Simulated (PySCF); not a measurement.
CF2, SMILES F[C]F (connectivity only; charge and spin as stated), neutral, multiplicity 1. The structure is a stationary point at B3LYP-D3(BJ)/def2-TZVP. The isomer is the one that the SMILES or the coordinates give; other isomers of the formula were not compared.

PySCF with TDDFT-CAM-B3LYP/def2-TZVPD puts the lowest singlet excitations at 4.76, 8.25, 8.81, 9.34, 9.80, 9.83 eV and the lowest triplet (TDA) at 2.47 eV.

What are the lowest singlet roots from EOM-CCSD/aug-cc-pVDZ (PySCF 2.14.0)? (An estimate is asked for; the answer gives what the named calculation found.)

5.12, 8.75, 9.40, 9.57, 9.88, 9.98 eV; triplets 2.64, 8.60, 8.84 eV. S1 differs by 0.36 eV (second minus first; roots are paired by order, and the bases may differ).
